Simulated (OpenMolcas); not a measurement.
**Levels of Se5+ by method**

* Program: OpenMolcas
* Basis: ANO-RCC-VQZP [7s6p4d2f1g]
* Scalar Hamiltonian: DKH2, point nucleus
* Active space: 1 electron in 4 orbitals (4s 4p)
* State averaging: 2S+1 = 2 even, 1 root; 2S+1 = 2 odd, 3 roots
* Spin-orbit coupling: state interaction with AMFI integrals over the reference wave functions, term energies averaged over their components

Methods on the same reference wave functions:
A. CASSCF
B. SS-CASPT2, IPEA 0.25 Eh, imaginary shift 0.1 Eh (closed shells correlated: 3d)

Energies in cm⁻¹ above 4s ²S_1/2, the measured ground level; measured values from Moore, Atomic Energy Levels, vol. II, NSRDS-NBS 35 (1971 reprint of NBS Circular 467, 1952).

```json
{"Level": "4s ²S_1/2", "A": "0.0", "B": "0.0", "Measured": "0.0"}
{"Level": "4p ²P°_1/2", "A": "111440", "B": "112039", "Measured": "112762"}
{"Level": "4p ²P°_3/2", "A": "116381", "B": "116980", "Measured": "118462"}
```

Deviations, from unrounded energies. A percentage is the sum of absolute deviations over the sum of measured energies, with the sign that they share, or ± where signs differ.

| Against measurement | Levels | A | B |
| --- | --- | --- | --- |
| mean absolute deviation (cm-1) | 2 | 1700 | 1100 |
| other configurations (%) | 2 | -1.5 | -1.0 |

B lies closest to measurement on these levels. The largest miss of B in the table is 4p ²P°_3/2, by -1500 cm-1. The ranking rests on the paired levels alone, and a cruder setting can come out closer through cancelling errors.

The lowest spin-free term lies below A's lowest term by 0.061 hartree in B.

With one active electron the reference holds no correlation, so core polarisation is missing (holds for A). With one active electron, CASPT2 adds the correlation within the correlated inactive shells and between them and that electron, and leaves the splitting within a term as the reference gives it (holds for B). Computed and measured levels are paired by configuration, term and J; levels that our copy of the source lacks, or whose pairing is in doubt (as where it misses far off the trend of its configuration), stay unpaired and out of the deviations. Levels of configurations outside the active space are missing.

° marks odd parity.
